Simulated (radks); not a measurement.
Species: Br II. Configuration: [Ar] 3d10 4s2 4p4. All-electron calculation, Dirac Kohn-Sham, PBEsol, spin-unpolarised, spherical densities, finite nucleus; open shells fill j = l - 1/2 first; Fermi nuclear charge, rms radius 4.1629 fm. Program: a radial shooting solver on a logarithmic mesh with Libxc functionals.

Unscreened Slater integrals over Kohn-Sham orbitals (cm^-1). Large and small components are both included.

\begin{tabular}{lr}
integral & value \\ \hline
F0(4p3/2,4p3/2) & 100540 \\
F2(4p3/2,4p3/2) & 52421 \\
F0(4p3/2,4p1/2) & 101480 \\
G2(4p3/2,4p1/2) & 52864 \\
F0(4p3/2,4s1/2) & 109270 \\
G1(4p3/2,4s1/2) & 71831 \\
F0(4p3/2,3d5/2) & 131510 \\
F2(4p3/2,3d5/2) & 26470 \\
G1(4p3/2,3d5/2) & 8835.1 \\
G3(4p3/2,3d5/2) & 8093.3 \\
F0(4p1/2,4p1/2) & 102450 \\
F0(4p1/2,4s1/2) & 110520 \\
G1(4p1/2,4s1/2) & 73434 \\
F0(4p1/2,3d5/2) & 133820 \\
G3(4p1/2,3d5/2) & 8481.2 \\
F0(4s1/2,4s1/2) & 121050 \\
F0(4s1/2,3d5/2) & 154680 \\
G2(4s1/2,3d5/2) & 13316 \\
F0(3d5/2,3d5/2) & 340590 \\
F2(3d5/2,3d5/2) & 162680 \\
F4(3d5/2,3d5/2) & 102260 \\
\end{tabular}
